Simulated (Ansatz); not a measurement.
A made-up structure of AlSiH2OF, closed shell:

```xyz
6
angstrom
O -1.6821 -0.6191 -0.8882
Si -0.4904 0.2907 -0.6827
Al 0.5067 -0.2368 0.6473
F -0.2072 -1.6008 1.2975
H 0.1257 1.5412 -1.2801
H 1.7473 0.6249 0.9062
```

It is relaxed with PBE-D4/def2-SVP and then PBE0-D4/def2-TZVP (Ansatz 0.2.0). Atoms count as bonded within 1.22 times the sum of their covalent radii (H–H: 0.88 Å). The end point is not checked to be a true minimum.

(1) Does its bonding change? (A judgement: the text doesn't fix the answer.)

Answers

(1) By the calculation: No: no bond forms or breaks.

Where it ends: The first stage lowers the energy by 5.93 eV in 7 steps. It ends as AlSiH₂OF ([O][SiH][AlH][F]):
```csv
atom,x (Å),y (Å),z (Å)
O1,-0.4027,-0.1623,-2.3562
Si2,-0.6862,0.4156,-0.9724
Al3,0.6966,-0.4025,0.9067
F4,0.1472,-0.0314,2.4170
H5,-1.7701,1.4274,-0.7507
H6,2.0152,-1.2468,0.7556
```

Labels in which every atom is bracketed show which atoms are joined, not bond orders.

For scale, one of the runs: PBE0-D4/def2-TZVP relaxation, 148 basis functions, launched by `ansatz run in.yaml --threads 2 --pin off --events-out ev --progress --plain --max-ram 4352MiB`. The run took about 3.2 min on 2 CPU threads of an Arm Neoverse V2 (shared host).
